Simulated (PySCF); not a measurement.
H5BO3Si, SMILES O[SiH2]B(O)O, PBE0/def2-SVP optimised geometry.

```
10

O      1.92    -1.50     0.00
Si     0.25    -1.50     0.00
B     -0.32     0.46     0.00
O     -1.57     1.00     0.01
O      0.74     1.31    -0.01
H      2.28    -0.61    -0.01
H     -0.27    -2.24     1.20
H     -0.28    -2.24    -1.20
H     -2.28     0.35     0.01
H      0.47     2.24    -0.01
```

Density from PySCF with PBE0/def2-TZVP at that geometry.

Minimum of the electron density along straight lines between bonded atoms, close to the bond critical point (lines longer than 1.1 times the sum of covalent radii, or with two minima, are not listed):

```json
[
 {"bond": "O1–Si2", "length / Å": "1.673", "ρ at the minimum / e bohr⁻³": "0.132", "∇²ρ there / e bohr⁻⁵": "0.74", "position (fraction from the first atom)": "0.59"},
 {"bond": "Si2–B3", "length / Å": "2.038", "ρ at the minimum / e bohr⁻³": "0.111", "∇²ρ there / e bohr⁻⁵": "-0.05", "position (fraction from the first atom)": "0.38"},
 {"bond": "B3–O4", "length / Å": "1.362", "ρ at the minimum / e bohr⁻³": "0.209", "∇²ρ there / e bohr⁻⁵": "0.97", "position (fraction from the first atom)": "0.33"},
 {"bond": "B3–O5", "length / Å": "1.362", "ρ at the minimum / e bohr⁻³": "0.209", "∇²ρ there / e bohr⁻⁵": "0.97", "position (fraction from the first atom)": "0.33"},
 {"bond": "O1–H6", "length / Å": "0.964", "ρ at the minimum / e bohr⁻³": "0.353", "∇²ρ there / e bohr⁻⁵": "-2.41", "position (fraction from the first atom)": "0.81"},
 {"bond": "Si2–H7", "length / Å": "1.499", "ρ at the minimum / e bohr⁻³": "0.119", "∇²ρ there / e bohr⁻⁵": "0.14", "position (fraction from the first atom)": "0.49"},
 {"bond": "Si2–H8", "length / Å": "1.499", "ρ at the minimum / e bohr⁻³": "0.119", "∇²ρ there / e bohr⁻⁵": "0.14", "position (fraction from the first atom)": "0.49"},
 {"bond": "O4–H9", "length / Å": "0.961", "ρ at the minimum / e bohr⁻³": "0.359", "∇²ρ there / e bohr⁻⁵": "-2.49", "position (fraction from the first atom)": "0.81"},
 {"bond": "O5–H10", "length / Å": "0.967", "ρ at the minimum / e bohr⁻³": "0.353", "∇²ρ there / e bohr⁻⁵": "-2.41", "position (fraction from the first atom)": "0.81"}
]
```
